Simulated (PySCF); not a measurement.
SiOBr2, SMILES Br[Si](Br)=O. Geometry optimised at PBE-D3(BJ)/def2-SVP.

Computed equilibrium geometry at PBE-D3(BJ)/def2-SVP (PySCF confirms it by a frequency run) as Cartesian coordinates in Å, and its point group:
point group C2v.
```xyz
4

Si     0.0000     0.0000     0.8390
O      0.0000     0.0000     2.3841
Br     0.0000    -1.7943    -0.4403
Br     0.0000     1.7943    -0.4403
```
Charge 0, spin multiplicity 1.
